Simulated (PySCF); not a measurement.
## Telling isomers of C7H9NO apart by NMR

One conformer, in vacuum, no relativistic terms, averaged over atoms made equivalent by symmetry, fast rotation or ring inversion. PBE0/pcSseg-1 with gauge-including orbitals; GFN2-xTB structure; PySCF.

δ = σ(ref) − σ, references computed at the same level: TMS for ¹H (σ = 31.72 ppm), ¹³C (σ = 186.93 ppm). Where no couplings were computed, multiplicities follow the n + 1 count of equivalent neighbours, and m marks all less simple cases (inequivalent or close neighbours, rings, F or P nearby). Acid and N–H amide carbonyl carbons lie up to 10 ppm further downfield in solution (hydrogen bonding). Shifts are as computed. Against solution values, carbons near 30 ppm lie about +3 ppm off and those near 130 ppm about +5 ppm. Of 1309 compounds with measured shifts, 239 miss one by over three times the rms of a fit or turn the order of signals round; such compounds aren't used in these exercises. OH and NH positions are gas-phase values without hydrogen bonding to other molecules.

(1) Tabulate the signals of `CC(=O)NC1=CC=CC1`, `C#CC(=O)NC1CCC1` and their relative energies.

(2) What is the quickest way to tell CC(=O)NC1=CC=CC1 from C#CC(=O)NC1CCC1?

Answers

(1) 
```json
{"SMILES": "CC(=O)NC1=CC=CC1", "carbon types": "2×C 3×CH 1×CH2 1×CH3", "δC": "166.8, 153.4, 137.3, 131.4, 112.6, 45.7, 25.2", "δH": "6.77 (br, 1H), 6.60 (m, 1H), 6.27 (m, 1H), 5.75 (d, 1H), 3.89 (m, 2H), 2.03 (s, 3H)", "E rel. (kcal/mol)": "0.0"}
{"SMILES": "C#CC(=O)NC1CCC1", "carbon types": "2×C 2×CH 3×CH2", "δC": "151.8, 82.5, 79.3, 42.0, 32.9, 13.7", "δH": "5.24 (br, 1H), 5.02 (m, 1H), 2.58 (m, 2H), 2.07 (s, 1H), 1.82 (m, 2H), 1.74 (m, 1H), 1.73 (m, 1H)", "E rel. (kcal/mol)": "48.8"}
```

Energies are electronic energies at PBE0/pcSseg-1 on these geometries, without zero-point or thermal terms, each for the one conformer computed, which needn't be the lowest.

(2) Count the carbon signals: 7 against 6. The first has a methyl carbon α to a carbonyl (CH3) at 25.2 ppm, the second an alkyne carbon (C) at 82.5 ppm. Their most deshielded carbons lie at 166.8 and 151.8 ppm. In the proton spectra the most deshielded non-exchanging signals are 6.60 (m, 1H) and 5.02 (m, 1H).
